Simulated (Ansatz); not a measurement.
`F[CH]1[SiH2][Al]1[F]` → `F[C@@H]1[AlH][Si@@H]1F`  (isomerisation)

Gas-phase electronic energies from Ansatz, PBE0-D4/def2-TZVP geometries. CCSD(T)/CBS adds triple-zeta CCSD(T) − MP2 to the extrapolated MP2 energy (def2 sets, frozen cores). Functionals use def2-TZVPP. HSE06 is defined as in plane-wave codes.

Q: Is it downhill or uphill in electronic energy at CCSD(T)/CBS, and by how much? (An estimate is asked.)

A: Ansatz gave: Uphill: ΔE = +60.3 kJ/mol.

Q: What do these levels give: B97M-V, HSE06-D4, PBE, r2SCAN, RPA@PBE/def2-TZVPP, MP2/CBS(def2)? (An estimate is asked.)

A: Computed: B97M-V 49.3, HSE06-D4 57.2, PBE 59.5, r2SCAN 58.7, RPA@PBE/def2-TZVPP 60.2, MP2/CBS(def2) 62.1 kJ/mol.

Largest T1 diagnostic among the species: 0.015.

From BLYP to BHLYP (50 % exact exchange), in def2-TZVPP and without D4, ΔE moves by −4.6 kJ/mol. In def2-TZVPP, CCSD(T) changes the Hartree–Fock value by +9.0 kJ/mol (the triples alone add +0.9 kJ/mol) and MP2 by +10.7 kJ/mol.
